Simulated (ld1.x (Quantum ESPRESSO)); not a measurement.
# u(r) = r·R(r): atom against pseudo-atom (Ce)

Columns: radius, all-electron u(r) and pseudo u(r) of the 5p shell (level -23.22 eV) of cerium in the configuration [Kr] 4d10 4f1 5s2 5p6 5d1 6s2 6p0; PBE, scalar-relativistic, TM semilocal scheme, ld1.x (Quantum ESPRESSO) 7.5.

```
r (bohr)  all-electron   pseudo
   0.135       -0.1481  -0.0142
   0.270       -0.1704  -0.0561
   0.405        0.2944  -0.1232
   0.540        0.4552  -0.2113
   0.675        0.2929  -0.3151
   0.810       -0.0086  -0.4277
   0.945       -0.3139  -0.5414
   1.080       -0.5608  -0.6475
   1.215       -0.7322  -0.7374
   1.350       -0.8331  -0.8037
   1.485       -0.8756  -0.8412
   1.620       -0.8741  -0.8483
   1.755       -0.8419  -0.8272
   1.890       -0.7898  -0.7836
   2.025       -0.7265  -0.7247
   2.160       -0.6583  -0.6580
   2.295       -0.5894  -0.5894
   2.430       -0.5229  -0.5229
   2.565       -0.4605  -0.4605
   2.700       -0.4031  -0.4031
   2.835       -0.3511  -0.3511
   2.970       -0.3047  -0.3047
   3.105       -0.2636  -0.2636
   3.240       -0.2273  -0.2273
   3.375       -0.1957  -0.1957
   3.510       -0.1682  -0.1682
```

Task: How many radial nodes do the two functions have?

Result: The all-electron 5p function has n − l − 1 = 3 (the table is too coarse to show those close to the nucleus); the pseudo-wave has 0, since the states of the same l below it are removed with the core.

Task: At about which radius was the pseudo-wave matched?

Result: 2.45 bohr. The columns agree to 0.0005 from 2.16 bohr on; several derivatives are matched, so the curves merge somewhat inside the radius.

Task: Is the pseudo-wave norm-conserving?

Result: Yes: the TM semilocal scheme keeps the norm inside the radius equal to the all-electron one, which fixes the energy derivative of the logarithmic derivative at the level.
